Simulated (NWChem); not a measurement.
# SOF anion

```xyz
3

O     -0.6136     1.2525     0.0000
S      0.5044     0.1733     0.0000
F     -0.3334    -1.4323     0.0000
```
Atoms are numbered in this order, from 1.

All runs: NWChem. Sets without diffuse functions describe the anion's extra electron poorly. All runs use the structure optimised with B3LYP/def2-SVPD. Vzz is the largest principal value of the second derivative of the potential at the nucleus (NWChem prints the opposite sign); η is the asymmetry. Non-relativistic.

Question: Estimate the computed values for Hartree-Fock/def2-SVP. Quantities: Vzz O1 (a.u.); η O1; Vzz S2 (a.u.); η S2.

Answer: The vzz O1 (a.u.) is -2.012 and the η O1 is 0.96. The vzz S2 (a.u.) is -4.374 and the η S2 is 0.94.
